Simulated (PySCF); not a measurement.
Species: C8H5F3S.
Geometry (PBE0-D3(BJ)/def2-SVP, Å), atoms numbered from 1 in this order:
```
atom  x, y, z in Å
F1     4.2842    0.9213   -0.0723
C2     2.9791    0.9787   -0.0969
F3     2.5486    2.1730   -0.4255
C4     2.1856   -0.0645    0.1860
F5     2.8233   -1.2009    0.4968
C6     0.7273   -0.1354    0.1981
C7     0.1278   -1.3718    0.4868
C8    -1.2527   -1.5106    0.5135
C9    -2.0839   -0.4144    0.2522
S10   -3.8274   -0.6654    0.3009
C11   -1.4918    0.8225   -0.0334
C12   -0.1109    0.9619   -0.0603
H13    0.7590   -2.2365    0.6936
H14   -1.6907   -2.4854    0.7409
H15   -4.1791    0.6019    0.0016
H16   -2.1171    1.6948   -0.2379
H17    0.3120    1.9409   -0.2838
```

The calculation used PBE0-D3(BJ)/def2-SVP geometry optimisation, gas phase in PySCF 2.14.0.

Take the most abundant isotopes and a rigid rotor. The values belong to one conformer with, in the numbering `[F:1][C:2]([F:3])=[C:4]([F:5])[c:6]1[cH:7][cH:8][c:9]([SH:10])[cH:11][cH:12]1`, C2–C4–C6–C7 178°, C8–C9–S10–H 180°.

**Question.** What are A, B and C (cm⁻¹)?

**Answer.** Ia = 212.04, Ib = 1414.72, Ic = 1626.61 u·Å²; 505379 MHz·u·Å²/I gives 2383, 357.2 and 310.7 MHz, that is A = 0.07950, B = 0.01192, C = 0.01036 cm⁻¹.

**Question.** What kind of rotor is it?

**Answer.** A near-prolate asymmetric top. Ray's parameter κ = (2B − A − C)/(A − C) = -0.955; −1 is the prolate and +1 the oblate limit.

**Question.** What does the inertial defect say?

**Answer.** Not planar: Δ = Ic − Ia − Ib = -0.15 u·Å². For a rigid frame Δ = −2 Σ m c², so Σ m c² = 0.07 u·Å² lies off the ab plane: 0.01 from hydrogen and 0.07 from heavier atoms. The atom farthest from that plane is 0.06 Å away.

**Question.** Give the other two planar moments, Paa and Pbb, and the rms extents of the mass along the axes.

**Answer.** Paa = Σ m a² = (Ib + Ic − Ia)/2 = 1414.65 and Pbb = Σ m b² = (Ia + Ic − Ib)/2 = 211.97 u·Å². With the mass M = 190.01 u, the rms extents √(P/M) along a, b and c are 2.73, 1.06, 0.02 Å.

**Question.** List the rotational levels J(Ka,Kc) to J = 5 (MHz).

**Answer.** Above 0(0,0):
J = 1: 1(0,1) 668, 1(1,1) 2694, 1(1,0) 2741
J = 2: 2(0,2) 2003, 2(1,2) 3983, 2(1,1) 4123, 2(2,1) 10201, 2(2,0) 10202
J = 3: 3(0,3) 4004, 3(1,3) 5917, 3(1,2) 6196, 3(2,2) 12205, 3(2,1) 12209, 3(3,1) 22453, 3(3,0) 22453
J = 4: 4(0,4) 6667, 4(1,4) 8494, 4(1,3) 8959, 4(2,3) 14876, 4(2,2) 14888, 4(3,2) 25126, 4(3,1) 25126, 4(4,1) 39471, 4(4,0) 39471
J = 5: 5(0,5) 9991, 5(1,5) 11714, 5(1,4) 12412, 5(2,4) 18214, 5(2,3) 18242, 5(3,3) 28468, 5(3,2) 28469, 5(4,2) 42812, 5(4,1) 42812, 5(5,1) 61255, 5(5,0) 61255
The levels of one J sum to (2J + 1)J(J + 1)(A + B + C)/3.

**Question.** Which types of transition are allowed, and where do some lines up to J = 2 fall?

**Answer.** The dipole components are |μa| = 1.05 D, |μb| = 1.40 D, |μc| = 0.02 D. The squared components, which scale the intensities, stand as 0.56 : 1.00 : 0.00 (a : b : c). Some lines, for components of 0.1 D or more:

```csv
type,branch,"J(Ka,Kc)",MHz,lower level (cm⁻¹)
a,R,"1(0,1) ← 0(0,0)",668,0.000
a,R,"2(1,2) ← 1(1,1)",1289,0.090
a,R,"2(0,2) ← 1(0,1)",1335,0.022
a,R,"2(1,1) ← 1(1,0)",1382,0.091
b,Q,"1(1,0) ← 1(0,1)",2073,0.022
b,Q,"2(1,1) ← 2(0,2)",2120,0.067
b,R,"1(1,1) ← 0(0,0)",2694,0.000
b,R,"2(1,2) ← 1(0,1)",3315,0.022
b,Q,"2(2,0) ← 2(1,1)",6079,0.138
b,Q,"2(2,1) ← 2(1,2)",6218,0.133
b,R,"2(2,1) ← 1(1,0)",7461,0.091
b,R,"2(2,0) ← 1(1,1)",7508,0.090
```

No PBE0-D3(BJ)/def2-SVP frequencies stand behind this structure, so it isn't proved a minimum. No vibrational averaging or centrifugal distortion is included, and the geometry carries the error of its method.
